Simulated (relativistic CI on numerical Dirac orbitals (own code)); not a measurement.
**Slater and spin-orbit integrals, Eu35+**

These numbers are calculated, not measured: Dirac-Coulomb-Breit CI, orbitals from a KLI potential per configuration, QED by a radiative potential, unscaled Slater integrals (own radial code, finite nucleus).

Slater integrals F^k, G^k are unscaled and averaged over j, outside the closed core [Ne]; ζ comes from projecting the Hamiltonian with its Breit term on Σ l·s of the shell.

- 3s2 3p6 3d9 4s: ζ(3d) = 96063, G^2(3d,4s) = 47572 cm⁻¹; <r>(3d) = 0.2171, <r^2>(3d) = 0.05495, <r>(4s) = 0.4883, <r^2>(4s) = 0.268 (bohr units).
- 3s2 3p6 3d9 4p: ζ(3d) = 96079, F^2(3d,4p) = 145450, G^1(3d,4p) = 47170, G^3(3d,4p) = 47717, ζ(4p) = 237950 cm⁻¹; <r>(3d) = 0.2171, <r^2>(3d) = 0.05496, <r>(4p) = 0.4974, <r^2>(4p) = 0.2799 (bohr units).
- 3s2 3p6 3d9 4d: ζ(3d) = 96032, F^2(3d,4d) = 153590, F^4(3d,4d) = 77902, G^0(3d,4d) = 49030, G^2(3d,4d) = 62604, G^4(3d,4d) = 49466, ζ(4d) = 29916 cm⁻¹; <r>(3d) = 0.2172, <r^2>(3d) = 0.055, <r>(4d) = 0.4937, <r^2>(4d) = 0.2787 (bohr units).

Averages of the first 10 configurations, taken without configuration mixing, which lowers the lowest level and can move excited configurations by several eV; other configurations of the list can lie among them:

```csv
Configuration,Parity,States,Average energy above the lowest level (eV)
3s2 3p6 3d10,even,1,0.1
3s2 3p6 3d9 4s,even,20,992.9
3s2 3p6 3d9 4p,odd,60,1094.3
3s2 3p6 3d9 4d,even,100,1228.2
3s2 3p5 3d10 4s,odd,12,1365.1
3s2 3p6 3d9 4f,odd,140,1353.6
3s2 3p5 3d10 4p,even,36,1466.7
3s2 3p6 3d8 4s2,even,45,2017.2
3s2 3p6 3d8 4s 4p,odd,540,2113.2
3s2 3p5 3d10 4d,odd,60,1599.9
```
